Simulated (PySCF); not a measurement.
**CaPb from Hartree–Fock to correlated methods**

State: ³Σ⁻ (triplet), unpaired electrons π ↑↑. Set-up: basis Ca def2-SVP, Pb def2-SVP with ECP60; scalar-relativistic core potentials; PySCF 2.14. De refers to Ca + Pb in their high-spin ground configurations, without counterpoise correction. The functionals are run spin-unrestricted. A positive dipole means Ca(−)Pb(+). Levels whose curve was spin-contaminated or gave no clean fit are not listed.

| Level | Re (Å) | ωe (cm⁻¹) | De (eV) | μ (D) | CPU s a point (SCF and correlation, without the integrals) |
| --- | --- | --- | --- | --- | --- |
| ROHF | 3.376 | 90.6 | 0.249 | -4.61 | 0.093 |
| ROHF-MP2 | 3.146 | 149 | 0.80 | n/a | 0.17 |
| ROHF-SCS-MP2 | 3.187 | 137 | 0.66 | n/a | n/a |
| ROHF-CCSD | 3.189 | 143 | 0.77 | n/a | n/a |
| ROHF-CCSD(T) | 3.172 | 148 | 0.87 | n/a | 4.3 |
| BLYP | 3.076 | 164 | 1.18 | -4.01 | 0.37 |
| M06 | 3.044 | 173 | 1.28 | -3.68 | 0.87 |

Question: What does second-order correlation do here, going from ROHF to ROHF-MP2?

Answer: ROHF-MP2 less ROHF: -23.0 pm in Re, +64.5 % in ωe, +0.55 eV in De. Correlation nearly always deepens the well. The bond shortens, as in weak, metallic or heavy-atom bonds, where dispersion and the correlation of outer-core electrons pull the atoms together.

Question: What does the triples do here, going from ROHF-CCSD to ROHF-CCSD(T)?

Answer: ROHF-CCSD(T) less ROHF-CCSD: -1.7 pm in Re, +3.5 % in ωe, +0.10 eV in De. Correlation nearly always deepens the well. The bond shortens, as in weak, metallic or heavy-atom bonds, where dispersion and the correlation of outer-core electrons pull the atoms together.

Question: What does all correlation do here, going from ROHF to ROHF-CCSD(T)?

Answer: ROHF-CCSD(T) less ROHF: -20.4 pm in Re, +63.4 % in ωe, +0.62 eV in De. Correlation nearly always deepens the well. The bond shortens, as in weak, metallic or heavy-atom bonds, where dispersion and the correlation of outer-core electrons pull the atoms together.

Correlated steps freeze 9 core orbitals. Correlated levels converge slowly with the basis: in double zeta they bind strong bonds too weakly, by up to about 1 eV, and carry superposition errors of some tenths. These are scalar-relativistic numbers at best; spin–orbit coupling would shift them, the dissociation energy most. The CCSD T1 diagnostic is raised, a sign that a single reference may not be enough here. UHF is strongly spin-contaminated for CaPb, so the ROHF reference used there is far from stable. The state was picked by a PBE0 search and need not be the measured ground state.

The whole job (state search and all levels along the bond) took about 2.3 min on 1 thread of Intel Xeon @ 2.60GHz (shared host), peak memory 0.61 GiB.
